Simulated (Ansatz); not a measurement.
Several settings on one geometry of Li₃Sn⁺ (the lowest singlet isomer of a short search) (that of the charge 1 singlet, PBE0-D4/def2-TZVP). Ansatz on 4 threads of Arm Neoverse V1 on a shared host; times are rough.

| atom | x (Å) | y (Å) | z (Å) |
| --- | --- | --- | --- |
| Li1 | 1.459 | -0.354 | 2.240 |
| Li2 | 0.241 | -1.730 | -2.054 |
| Li3 | -1.699 | 2.085 | -0.187 |
| Sn4 | 0.000 | 0.000 | 0.000 |

Totals from different functionals, basis sets or treatments of relativity can't be compared as stabilities.

In the def2 sets Sn takes a core potential; there is no spin–orbit coupling. Correlated methods freeze 4 core orbitals; core or outer-core shells of Li, Sn are correlated, in sets that lack core-valence functions.

Scalar relativity in a set contracted without it gives distorted totals.

The spins typed aren't always the lowest for that charge.

(1) Give the basis size and estimate the energy, ⟨S²⟩ and time of these runs.

```tsv
run	method	charge	state	further keys
1	UKS PBE-QIDH/def2-mTZVP	1	triplet	pseudopotentials: {relativity: scalar}; scf: {lower_state_search: off}; forces asked
2	ROKS SVWN5/STO-3G	2	doublet	scf: {omitted_lower_state_checks: [starts]}; forces asked
3	RKS ωB97M-V/def2-mTZVPP	1	singlet	scf: {lower_state_search: light}
```

Answers

(1) 
```
run  functions  energy (Eh)  ⟨S²⟩  wall time
  1         60    -236.3655  2.01        7 s
  2         42   -5980.9535     –      0.9 s
  3         69    -236.6303     –      2.9 s
```

The restricted singlet is unstable towards broken spin symmetry at other levels; at RKS ωB97M-V/def2-mTZVPP this wasn't settled.
